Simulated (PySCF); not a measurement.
Mg(Et)(OMe) (C3H8MgO), SMILES C[CH2][Mg][O]C. Heavy atoms are numbered as in [Mg:1]([CH2:2][CH3:3])[O:9][CH3:10]. Hydrogens are named by the atom that carries them.

The structure is a stationary point at PBE0-D3(BJ)/def2-SVP. The structure was generated by enumeration; whether it is a known compound was not checked. The values are those of a single conformer.

Calculation: PySCF with PBE/def2-TZVP.

ESP charges are fitted to the potential on shells at 1.4 to 2.0 van der Waals radii. Atomic charges (e), one atom of each kind:

```tsv
atom	Löwdin	meta-Löwdin	Mulliken	ESP fit
Mg1	0.54	1.32	___	0.63
C2 (CH2)	-0.53	-0.71	-0.55	-0.18
C3 (CH3)	-0.36	-0.34	___	-0.04
H on C2	0.14	0.10	___	-0.01
H on C3	0.12	0.10	___	0.00
O9	-0.13	-0.95	-0.52	-0.36
C10 (CH3)	-0.44	-0.11	-0.19	-0.38
H on C10	0.10	0.09	0.09	0.11
```

### Question
Some entries are withheld; supply them. (The exact figures need the calculation; the answer reports its results.)

### Answer

- Mg1, Mulliken: 0.71
- C3 (CH3), Mulliken: -0.35
- H on C2, Mulliken: 0.14
- H on C3, Mulliken: 0.12
